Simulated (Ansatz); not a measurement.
CH3BeF (SMILES [CH3][Be][F]) moved off its minimum; all values from Ansatz (a first-principles code), cores frozen in correlated methods.
(charge 0, multiplicity 1)
```xyz
6

Be    -0.1921     0.2076    -0.0745
F     -0.2804     1.2049    -0.9699
C      0.4121    -1.1823     0.9540
H      0.3520    -2.1151     0.5126
H     -0.5368    -1.2507     1.8163
H      1.2259    -0.8507     1.4853
```

| level | largest force (eV/Å) | on atom | rms difference from CCSD(T)/aug-cc-pVTZ (eV/Å) | dipole (D) |
|---|---|---|---|---|
| HF/def2-TZVPP | 7.30 | C3 | 0.239 | 1.14 |
| PBE/def2-TZVPP | 6.87 | C3 | 0.108 | 1.03 |
| r2SCAN/def2-TZVPP | 6.96 | C3 | 0.049 | 1.05 |
| B3LYP/def2-TZVPP | 6.92 | C3 | 0.053 | 1.04 |
| wB97M-V/def2-TZVPP | 6.99 | C3 | 0.072 | 1.03 |
| MP2/aug-cc-pVTZ | 7.08 | C3 | 0.091 | 1.05 |
| CCSD(T)/aug-cc-pVTZ | 6.96 | C3 | 0.000 | 1.05 |

The differences count from one level among others, with limits of its own. Forces at CCSD(T)/aug-cc-pVTZ (eV/Å):

| atom | Fx | Fy | Fz |
|---|---|---|---|
| Be1 | 1.195 | -2.466 | 1.462 |
| F2 | -0.392 | 1.133 | -0.822 |
| C3 | -6.216 | 2.902 | 1.170 |
| H4 | 0.634 | -1.898 | -0.912 |
| H5 | 2.507 | 0.210 | -2.044 |
| H6 | 2.272 | 0.119 | 1.146 |
